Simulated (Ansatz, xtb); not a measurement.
# CBClIn: where a starting geometry ends

The starting geometry of this gas-phase doublet was built from a drawn formula by distance geometry and a force field; its bonds are those of `[B]=[C](Cl)[In]`.

```xyz
4

C    -2.8039   -0.4250   -0.8642
B    -3.9355   -1.2806   -0.6695
Cl   -2.4500    0.4517    0.6180
In   -1.7503   -0.2346   -2.5889
```

Question: Where would you expect an optimisation with r2SCAN-D4/def2-SVP to take it?

Answer: A new bond forms, giving a structure given below by its coordinates. Distances that change by over a tenth: C1–In4 (2.03 → 2.56 Å). Contacts that close: B2–In4 (3.09 → 2.43 Å).

The energy falls by 0.84 eV over 12 steps:

```csv
step,E − E(last) (eV)
1,0.839
2,0.498
3,0.294
5,0.165
6,0.143
7,0.117
8,0.064
10,0.002
11,0.000
12,0.000
```

Final geometry (Å):

```xyz
4

C    -3.1268   -0.4718   -0.3191
B    -3.6898   -1.2933   -1.2266
Cl   -2.2404    0.6152    0.5901
In   -1.8827   -0.3384   -2.5491
```

From the same start GFN2-xTB ends elsewhere, differing in B2–In4 (3.11 against 2.43 Å here), Cl3–In4 (2.67 against 3.30 Å here).

The end wasn't checked by frequencies. Open shells are spin-unrestricted. Atoms past krypton carry core potentials, without spin–orbit terms. Run with Ansatz 0.2.0, 2.4 min on 1 thread of AMD EPYC 7R43 64-Core Processor (Zen 3), on a shared host.
